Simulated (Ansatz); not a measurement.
`[SiH3][SiH]1[AlH][S]1` + `N=CCl` → `[SiH3]/N=C/Cl` + `[AlH]1[SiH2][S]1`  (cleavage of the Si–Si bond)

Computed with Ansatz on PBE0-D4/def2-TZVP structures; ΔE is electronic, products minus reactants. CBS: MP2 limit from def2 TZ/QZ plus the TZ coupled-cluster correction, frozen cores. This one scheme is used for every species. DFT in def2-TZVPP. B3LYP here is the variant with VWN-RPA as its local correlation; programs differ in this. HSE06 is defined as in plane-wave codes. Each species was taken in one conformer, which may not be the lowest.

`[SiH3][SiH]1[AlH][S]1`:

Cartesian coordinates in Å:
```
Si -0.381 1.601 0.595
Si -0.333 -0.330 -0.709
Al 1.254 -2.019 -0.537
S -0.634 -2.152 0.518
H -1.718 1.806 1.214
H 0.635 1.474 1.673
H -0.053 2.791 -0.238
H -1.311 -0.261 -1.832
H 2.541 -2.911 -0.684
```

`N=CCl`:

Cartesian coordinates in Å:
```
N 0.754 0.612 -0.202
C -0.143 -0.222 0.036
Cl 0.164 -1.919 -0.087
H 0.400 1.560 -0.081
H -1.175 -0.031 0.334
```

`[SiH3]/N=C/Cl`:

Z-matrix (Å, degrees):
```
Si
N 1 1.740
H 1 1.492 2 111.9
H 1 1.482 2 107.7 3 120.7
H 1 1.482 2 107.6 3 -120.7
C 2 1.238 1 125.6 3 -0.1
Cl 6 1.747 2 122.3 1 -180.0
H 6 1.094 2 128.1 1 0.0
```

`[AlH]1[SiH2][S]1`:

```xyz
6

Al    0.912   -0.980   -0.387
Si   -0.543    0.549    0.570
S    -0.224    0.412   -1.604
H     1.959   -2.123   -0.653
H    -0.154    1.875    1.119
H    -1.950    0.267    0.956
```

```json
{"level": "PBE0-D4", "ΔE (kcal/mol)": "-5.1", "difference from CCSD(T)/CBS": "2.5"}
{"level": "r2SCANh-D4", "ΔE (kcal/mol)": "-7.3", "difference from CCSD(T)/CBS": "0.3"}
{"level": "revPBE", "ΔE (kcal/mol)": "-4.6", "difference from CCSD(T)/CBS": "3.0"}
{"level": "PBE0", "ΔE (kcal/mol)": "-5.5", "difference from CCSD(T)/CBS": "2.1"}
{"level": "B3LYP", "ΔE (kcal/mol)": "-9.2", "difference from CCSD(T)/CBS": "-1.6"}
{"level": "HSE06", "ΔE (kcal/mol)": "-5.5", "difference from CCSD(T)/CBS": "2.1"}
{"level": "RPA@PBE/def2-TZVPP", "ΔE (kcal/mol)": "-8.1", "difference from CCSD(T)/CBS": "-0.5"}
{"level": "MP2/def2-SVP", "ΔE (kcal/mol)": "-7.9", "difference from CCSD(T)/CBS": "-0.3"}
{"level": "SCS-MP2/def2-TZVPP", "ΔE (kcal/mol)": "-10.2", "difference from CCSD(T)/CBS": "-2.6"}
{"level": "MP2/def2-QZVPP", "ΔE (kcal/mol)": "-9.7", "difference from CCSD(T)/CBS": "-2.1"}
{"level": "CCSD(T)/CBS", "ΔE (kcal/mol)": "-7.6", "difference from CCSD(T)/CBS": "0"}
```

Largest T1 diagnostic among the species: 0.015.

From BLYP to BHLYP (50 % exact exchange), in def2-TZVPP and without D4, ΔE moves by −1.7 kcal/mol. In def2-TZVPP, CCSD(T) changes the Hartree–Fock value by +4.6 kcal/mol (the triples alone add +0.5 kcal/mol) and MP2 by +2.7 kcal/mol.
